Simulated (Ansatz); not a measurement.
Compare A (`[SiH3]C1=COBN1`) with its isomer B (`O[SiH2]NC1=CB1`).

Computed with Ansatz on PBE0-D4/def2-TZVP structures; ΔE is electronic, products minus reactants. CCSD(T)/CBS is the MP2 limit (def2-TZVPP, def2-QZVPP) plus CCSD(T) − MP2 in def2-TZVPP, frozen cores. Functionals use def2-TZVPP. B3LYP here is the variant with VWN-RPA as its local correlation; programs differ in this. Each species was taken in one conformer, which may not be the lowest.

A:

Z-matrix (Å, degrees):
```
Si
C 1 1.849
H 1 1.488 2 111.0
H 1 1.488 2 111.0 3 119.5
H 1 1.484 2 107.5 3 -120.2
C 2 1.348 1 126.6 3 120.3
N 2 1.403 1 127.4 3 -59.7
O 6 1.358 2 112.0 1 180.0
H 6 1.078 2 130.3 1 -0.0
B 7 1.410 2 108.0 1 -180.0
H 7 1.003 2 122.1 1 0.0
H 10 1.186 7 129.7 2 -180.0
```

B:

```xyz
12

O     2.562    0.219   -0.243
Si    1.203    1.124   -0.395
N    -0.078    0.683    0.693
C    -0.962   -0.313    0.466
C    -1.301   -1.225   -0.485
B    -2.092   -1.226    0.738
H     2.535   -0.697   -0.522
H     1.609    2.499   -0.039
H     0.645    0.999   -1.762
H    -0.154    1.119    1.600
H    -1.003   -1.546   -1.473
H    -2.965   -1.637    1.422
```

(1) Which isomer does CCSD(T)/CBS put lower? Give the gap. (Estimate.)

(2) Give E(B) − E(A) in kJ/mol with B3LYP-D4, HF/def2-TZVPP, CCSD/def2-TZVPP, B2PLYP, B3LYP, MP2/def2-TZVPP, CCSD(T)/def2-TZVPP. (Estimate.)

Largest T1 diagnostic: 0.015.

Results:

(1) Computed: A, by 93.4 kJ/mol.

(2) The calculation gave: B3LYP-D4 94.8, HF/def2-TZVPP 69.8, CCSD/def2-TZVPP 92.9, B2PLYP 92.1, B3LYP 92.3, MP2/def2-TZVPP 89.8, CCSD(T)/def2-TZVPP 99.2. None reverses the order clearly.

From PBE to PBE0 (25 % exact exchange), in def2-TZVPP and without D4, E(B) − E(A) moves by −6.6 kJ/mol. In def2-TZVPP, CCSD(T) changes the Hartree–Fock value by +29.4 kJ/mol (the triples alone add +6.3 kJ/mol) and MP2 by +19.9 kJ/mol.
